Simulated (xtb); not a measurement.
F$_{5}$Sb, singlet, at a GFN2-xTB geometry; GFN0-xTB run with xtb.

xtb was given this input:
```
$ xtb mol.xyz --gfn 0 --grad --json

# file mol.xyz
6

Sb    -0.00538098    -0.01804812    -0.00232090
F      1.27108124    -0.77244999     1.17556001
F     -1.28766979     0.72948715    -1.17818027
F      0.23534493     1.68191679     0.82082326
F      1.08319346    -0.49526191    -1.49023129
F     -1.32250323    -1.22629968     0.65862935
```

Output, abridged:

```
   ID    Z sym.   atoms
    1   51 Sb     1
    2    9 F      2-6

           -------------------------------------------------
          |                Calculation Setup                |
           -------------------------------------------------

           -------------------------------------------------
          |                 G F N 0 - x T B                 |
           -------------------------------------------------

          ...................................................
          :                      SETUP                      :
          :.................................................:
          :  # basis functions                  30          :
          :  # atomic orbitals                  29          :
          :  # shells                           13          :
          :  # electrons                        40          :
          :  electronic temp.          300.0000000     K    :
          :  accuracy                    1.0000000          :
          :  -> integral cutoff          0.2500000E+02      :
          :  -> integral neglect         0.1000000E-07      :
          ...................................................

         :::::::::::::::::::::::::::::::::::::::::::::::::::::
         ::                     SUMMARY                     ::
         :::::::::::::::::::::::::::::::::::::::::::::::::::::
         :: total energy             -22.003301859242 Eh    ::
         :: gradient norm              0.035259514897 Eh/a0 ::
         :: HOMO-LUMO gap              3.830511630651 eV    ::
         ::.................................................::
         :: H0 energy                -21.875027104655 Eh    ::
         :: repulsion energy           0.025191861825 Eh    ::
         :: electrostat energy        -0.152032730916 Eh    ::
         :: -> Gsolv                   0.000000000000 Eh    ::
         ::    -> Gsasa                0.000000000000 Eh    ::
         ::    -> Gshift               0.000000000000 Eh    ::
         :: dispersion energy         -0.001433885497 Eh    ::
         :: short-range corr.          0.000000000000 Eh    ::
         :: add. restraining           0.000000000000 Eh    ::
         :: total charge               0.000000000000 e     ::
         :::::::::::::::::::::::::::::::::::::::::::::::::::::

           -------------------------------------------------
          |                Property Printout                |
           -------------------------------------------------

    * Orbital Energies and Occupations

         #    Occupation            Energy/Eh            Energy/eV
      -------------------------------------------------------------
         1        2.0000           -0.8543364             -23.2477
       ...           ...                  ...                  ...
         8        2.0000           -0.4615617             -12.5597
         9        2.0000           -0.4577441             -12.4559
        10        2.0000           -0.4484047             -12.2017
        11        2.0000           -0.4483584             -12.2005
        12        2.0000           -0.4441861             -12.0869
        13        2.0000           -0.4441247             -12.0852
        14        2.0000           -0.4418104             -12.0223
        15        2.0000           -0.4417647             -12.0210
        16        2.0000           -0.4411560             -12.0045
        17        2.0000           -0.4411448             -12.0042
        18        2.0000           -0.4408052             -11.9949
        19        2.0000           -0.4407881             -11.9945
        20        2.0000           -0.4407781             -11.9942 (HOMO)
        21                         -0.3000094              -8.1637 (LUMO)
        22                         -0.1757038              -4.7811
        23                         -0.1724452              -4.6925
        24                          0.1142791               3.1097
        25                          0.1146907               3.1209
        26                          0.1208342               3.2881
        27                          0.7969762              21.6868
        28                          0.8137173              22.1424
        29                          1.4771075              40.1941
      -------------------------------------------------------------
                  HL-Gap            0.1407687 Eh            3.8305 eV
             Fermi-level            0.0000000 Eh            0.0000 eV

     #   Z          covCN         q      C6AA      α(0)
     1  51 Sb       3.604     1.059   349.428    35.180
     2   9 F        0.721    -0.211    11.402     3.890
     3   9 F        0.721    -0.211    11.402     3.890
     4   9 F        0.721    -0.213    11.425     3.894
     5   9 F        0.721    -0.213    11.424     3.894
     6   9 F        0.721    -0.213    11.423     3.894

 Mol. C6AA /au·bohr⁶  :       1208.576580
 Mol. C8AA /au·bohr⁸  :      66968.328724
 Mol. α(0) /au        :         54.644174

Wiberg/Mayer (AO) data.
largest (>0.10) Wiberg bond orders for each atom

 ---------------------------------------------------------------------------
     #   Z sym  total        # sym  WBO       # sym  WBO       # sym  WBO
 ---------------------------------------------------------------------------
     1  51 Sb   4.412 --     4 F    0.900     5 F    0.900     6 F    0.899
                             3 F    0.857     2 F    0.857
     2   9 F    1.158 --     1 Sb   0.857
     3   9 F    1.159 --     1 Sb   0.857
     4   9 F    1.202 --     1 Sb   0.900
     5   9 F    1.203 --     1 Sb   0.900
     6   9 F    1.203 --     1 Sb   0.899
 ---------------------------------------------------------------------------

Topologies differ in total number of bonds
Writing topology from bond orders to xtbtopo.mol

 dipole moment from electron density (au)
     X       Y       Z
  -0.0032  -0.0038   0.0006  total (Debye):    0.013

           -------------------------------------------------
          | TOTAL ENERGY              -22.003301859242 Eh   |
          | GRADIENT NORM               0.035259514897 Eh/α |
          | HOMO-LUMO GAP               3.830511630651 eV   |
           -------------------------------------------------

normal termination of xtb
```
